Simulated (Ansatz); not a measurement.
Cost and result up the ladder for Cd₆CuTe₆Cl₂ (15 atoms). Total charge 0; doublet. Geometry: PBE-D4/def2-SVP.

```
atom    x (Å)    y (Å)    z (Å)
 Cd1  -0.3132  -3.2685  -1.5271
 Cd2   0.5010   1.8417   3.2778
 Cd3   0.2227  -0.6869   1.3908
 Cu4   1.8451   0.3097  -0.8587
 Cd5   0.0722  -0.0670  -2.9661
 Cd6   0.1430   2.5229  -0.1439
 Cd7  -2.5873  -1.0934  -1.0452
 Te8   2.6850   1.1971   1.4571
 Te9   1.8767  -2.2460  -0.2656
Te10  -1.7726  -1.9741  -3.6093
Te11   0.4559   4.2544   2.0488
Te12  -2.0982   0.8811   0.7464
Te13   1.4329   2.2169  -2.6283
Cl14  -0.1006  -0.4365   4.0603
Cl15  -2.3626  -3.4515   0.0630
```

Ansatz on 2 threads of AMD EPYC 7R13 on a shared host and a share (18 GiB) of an NVIDIA H100 80GB HBM3. Times are rough, and most runs start from the orbitals of an earlier one. r2SCAN0-D4/def2-TZVP serves as the yardstick here, not as an exact answer. Differences are given only for rows in sets of like size (and for xTB, whose basis is part of the method), since another set adds its own error. Binding counts from free atoms at the same level (Cd singlet, Cu doublet, Te triplet, Cl doublet; other spins of the atoms weren't run), without zero-point energy or a counterpoise term.

In the def2 sets Cd, Te take a core potential; there is no spin–orbit coupling. Correlated methods freeze 43 core orbitals; core or outer-core shells of Cd, Te are correlated, in sets that lack core-valence functions. The rows differ in basis, and correlated rows in double-zeta sets carry the largest basis error. Single mean-field runs in def2-SVP, def2-TZVP are fitted with def2-universal-jkfit. No other spin state of charge 0 was run.

Run but left out: HF/STO-3G (⟨S²⟩ 1.76, where a pure state has 0.75).

Correlated methods converge slowly with the basis, most of all in double-zeta sets.

| level | functions | binding energy per atom (eV) | difference from r2SCAN0-D4/def2-TZVP (eV) |
| --- | --- | --- | --- |
| PBE-D4/def2-SVP | 409 | 2.08 | – |
| r2SCAN-D4/def2-TZVP | 659 | 2.00 | 0.05 |
| r2SCAN0-D4/def2-TZVP (with forces) | 659 | 1.95 | 0.00 |
| RPA@PBE/def2-SVP | 409 | 1.56 | – |
| PBE0-D4/def2-SVP | 409 | 2.03 | – |
| MP2/def2-SVP | 409 | 1.90 | – |
| PBE-D4/def2-TZVP | 659 | 2.00 | 0.06 |
| PBE0-D4/def2-TZVP (with forces) | 659 | 1.98 | 0.04 |
| BHLYP-D4/def2-TZVP | 659 | 1.84 | -0.11 |
| HF/def2-TZVP | 659 | 1.05 | -0.90 |

Estimate how long each takes.

PBE-D4/def2-SVP 5.5 s; PBE0-D4/def2-SVP 9 s; r2SCAN-D4/def2-TZVP 9.5 s; PBE-D4/def2-TZVP 10 s; MP2/def2-SVP 10 s; HF/def2-TZVP 12 s; RPA@PBE/def2-SVP 14 s; BHLYP-D4/def2-TZVP 14 s; PBE0-D4/def2-TZVP (with forces) 21 s; r2SCAN0-D4/def2-TZVP (with forces) 27 s. On shared hardware such times vary by a factor of up to 3.
